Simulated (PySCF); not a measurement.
Choosing a molecule for a target property.

All species are isolated and taken at one optimised geometry, non-relativistic unless stated; the electronic structure was computed with PySCF and density fitting.

Dipoles, sizes and rotational constants follow the conformer. The torsions of the flexible species, by atom-mapped SMILES:
- `[O:1]=[C:2]([OH:3])[C:4]([F:5])([F:6])[C:7]([F:8])([F:9])[C:10]([F:11])([F:12])[F:13]`: O1–C2–C4–F5 -9°, C2–C4–C7–F8 64°, C4–C7–C10–F11 61°, H–O3–C2–O1 1°
- `[CH2:1]=[P@@:2]([CH3:3])([C:4]([F:5])=[C:6]([F:7])[F:8])[CH:9]1[CH2:10][CH2:11]1`: C1–P2–C4–F5 88°, C1–P2–C9–C10 47°
- `[O:1]=[S:2](=[O:3])([Cl:4])[c:5]1[cH:6][cH:7][cH:8][cH:9][cH:10]1`: O1–S2–C5–C6 23°
- `[CH2:1]=[CH:2][PH:3][CH2:4][CH2:5][C:6]([F:7])([F:8])[F:9]`: C1–C2–P3–C4 -121°, C2–P3–C4–C5 172°, P3–C4–C5–C6 176°, C4–C5–C6–F7 59°

Question: Wanted: HOMO–LUMO gap below 6.5 eV (PBE0/pcSseg-1) and HOMO energy above -8 eV (PBE0/pcSseg-1), at GFN2-xTB geometries. Which candidate meets both?
A. `C=[P@@](C)(C(F)=C(F)F)C1CC1`
B. `O=S(=O)(Cl)C1=CC=CC=C1`
C. `C=CPCCC(F)(F)F`
D. `O=C(O)C(F)(F)C(F)(F)C(F)(F)F`

Answer: A. Computed values:
| species | HOMO–LUMO gap | HOMO energy |
| --- | --- | --- |
| C=[P@@](C)(C(F)=C(F)F)C1CC1 | 5.32 eV | -5.66 eV |
| O=S(=O)(Cl)C1=CC=CC=C1 | 6.34 eV | -8.39 eV |
| C=CPCCC(F)(F)F | 6.60 eV | -7.02 eV |
| O=C(O)C(F)(F)C(F)(F)C(F)(F)F | 8.06 eV | -9.24 eV |
